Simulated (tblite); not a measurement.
C₆H₁₀FO (doublet state).
Geometry (GFN2-xTB, Å), atoms numbered from 1 in this order:
```
atom  x, y, z in Å
C1     3.7865    0.0922   -0.1706
C2     2.6224   -0.0786    0.3599
C3     1.2190   -0.2862    0.0526
F4     1.0458   -0.5145   -1.3322
C5     0.3576    0.9236    0.4698
O6    -0.9616    0.5977    0.7956
C7    -1.7776    0.2358   -0.3064
C8    -3.1937    0.0293    0.2045
H9     3.9602    0.1165   -1.2483
H10    4.6784    0.2172    0.4258
H11    0.8408   -1.1953    0.5397
H12    0.7856    1.3573    1.3770
H13    0.3975    1.6667   -0.3411
H14   -1.7512    1.0350   -1.0623
H15   -1.4073   -0.6857   -0.7749
H16   -3.5717    0.9511    0.6378
H17   -3.8420   -0.2773   -0.6113
H18   -3.1974   -0.7385    0.9729
```

Method: GFN2-xTB as coded in tblite; computed harmonic values from a numerical Hessian at the method's own geometry, unscaled. Errors from tens to a few hundred cm⁻¹ against measured bands are possible. One conformer, not necessarily the lowest. Open shells enter through the occupations alone, without spin polarisation, and single modes of such species can be off by tens of per cent.

Harmonic wavenumbers (cm⁻¹): 36.4, 54.7, 65.0, 99.8, 160.3, 197.0, 237.6, 263.7, 311.5, 368.9, 488.2, 497.0, 583.6, 785.4, 838.7, 855.1, 889.7, 933.0, 972.1, 991.1, 1048.8, 1070.5, 1116.5, 1126.9, 1147.3, 1199.2, 1236.9, 1256.6, 1262.2, 1327.9, 1349.3, 1352.6, 1401.5, 1432.3, 1474.9, 1493.6, 1495.9, 1823.3, 2863.2, 2872.1, 2872.9, 2898.8, 2903.7, 2975.5, 3047.4, 3049.3, 3050.8, 3055.1.

A = 6015, B = 903.0, C = 824.8 MHz; mass 117.072 u (most abundant isotopes); point group C1, symmetry number 1; spin multiplicity 2.

Question: Zero-point energy?

Answer: ½Σν̃ = 31417 cm⁻¹ = 375.83 kJ/mol.

Question: Give the ideal-gas entropy at 500 K and 1 bar in the rigid-rotor, harmonic-oscillator model (classical rotation).

Answer: Translation 179.00, rotation 126.38, vibration 212.42, spin (R ln 2) 5.76: S = 523.6 J/(mol K).

Question: And Cp and H(500 K) − H(0)?

Answer: Cp = 222.85 J/(mol K), of which vibrations give 189.59 (their classical limit is 48 R = 399.1); H(500 K) − H(0) = 67.49 kJ/mol without the zero-point energy, 50.86 from vibrations.

Question: How do the functions run with temperature in this model?

Answer: 
```csv
T (K),S (J/(mol K)),Cp (J/(mol K)),H − H(0) (kJ/mol),G − H(0) (kJ/mol),ln q(vib)
50,255.1,61.8,2.32,-10.44,0.91
100,305.1,84.1,5.98,-24.53,2.51
298.15,427.5,152.5,29.36,-98.09,8.22
373.15,464.7,180.3,41.84,-131.56,10.15
750,626.4,284.0,131.40,-338.38,19.22
1000,714.0,324.3,207.77,-506.21,24.69
```

q(vib) and H(0) count from the zero-point level.

Question: Which modes carry the vibrational entropy at 500 K?

Answer: 36.4 cm⁻¹: 27.08; 54.7 cm⁻¹: 23.70; 65.0 cm⁻¹: 22.27; 99.8 cm⁻¹: 18.72; 160.3 cm⁻¹: 14.82; 197.0 cm⁻¹: 13.14 J/(mol K); the other 42 give 92.70 together.

Question: Blend soft modes into free rotors: weight 1/[1 + (100 cm⁻¹/ν̃)⁴] for the oscillator and the rest for a rotor with moment μB/(μ + B), μ = h/(8π²ν), B = 10⁻⁴⁴ kg m². What vibrational entropy results?

Answer: 189.03 J/(mol K) in place of 212.42, which changes −T·S at 500 K by +11.69 kJ/mol.

Question: What must be added to the electronic energy to get the Gibbs energy at 500 K and 1 bar?

Answer: ZPE + [H(500 K) − H(0)] − T·S = 375.83 + 67.49 − 261.78 = 181.54 kJ/mol.

Hindered rotation and anharmonicity are outside this model. Other conformers, if any are populated, would add a mixing term that is left out. The structure is chiral; the term R ln 2 for an equal mix with its mirror image is left out.
